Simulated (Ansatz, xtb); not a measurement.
## Relative energy of two isomers of C4H8OS3

Structure X: `C[S@](=O)C1SCCS1`, a singlet. Structure Y: `C[S@@](=O)[C@@H]1CSCS1`, a singlet. Both are isolated molecules in the gas phase, relaxed with r2SCAN-D4/def2-SVP, each in the lowest conformer that the search found.

Quicker runs give these differences E(Y) − E(X): GFN2-xTB +0.047 eV; HF/STO-3G +0.111 eV (at GFN2-xTB geometries); r2SCAN-D4/def2-SVP//GFN2-xTB +0.172 eV.

Problem. Estimate E(Y) − E(X) at the level CCSD(T)/def2-SVP + ΔMP2/def2-TZVPP.

Solution. Calculated at CCSD(T)/def2-SVP + ΔMP2/def2-TZVPP: E(Y) − E(X) = +0.051 eV, so structure X lies lower.

Level by level:

| level | geometry | E(Y) − E(X) (eV) | departure from the last row (eV) | job, with rough time for the two |
| --- | --- | --- | --- | --- |
| GFN2-xTB | GFN2-xTB | +0.047 | −0.005 | optimisation, 0.37 s |
| HF/STO-3G | GFN2-xTB | +0.111 | +0.060 | single point, 0.66 s |
| r2SCAN-D4/def2-SVP//GFN2-xTB | GFN2-xTB | +0.172 | +0.121 | single point, 5.8 s |
| r2SCAN-D4/def2-SVP | r2SCAN-D4/def2-SVP | +0.165 | +0.113 | optimisation, 80 s |
| HF/def2-SVP | r2SCAN-D4/def2-SVP | +0.043 | −0.009 | part of the CCSD(T) run |
| MP2/def2-SVP | r2SCAN-D4/def2-SVP | +0.146 | +0.094 | part of the CCSD(T) run |
| CCSD(T)/def2-SVP | r2SCAN-D4/def2-SVP | +0.133 | +0.081 | single point |
| CCSD(T)/def2-SVP + ΔMP2/def2-TZVPP | r2SCAN-D4/def2-SVP | +0.051 |  | single point, 2.8 min |

As drawn, both hold the same kinds of bond in the same numbers.

None of the levels shown reverses the order. The largest departure from CCSD(T)/def2-SVP + ΔMP2/def2-TZVPP is that of r2SCAN-D4/def2-SVP//GFN2-xTB, 0.121 eV. The last row adds to CCSD(T) the change of the MP2 difference between the two basis sets, here −0.081 eV.

With thermal terms from frequencies at re-optimised GFN2-xTB minima (ideal gas, soft modes damped towards free rotors, one conformer each, 298.15 K, 1 atm): on the last row, ΔE + ΔZPE = +0.043, ΔH = +0.046, ΔG = +0.032 eV.

The correlated steps freeze 20 core orbitals. Programs: Ansatz 0.2.0, xtb 6.7.1; the last row on 4 threads of Arm Neoverse V1 on a shared host.
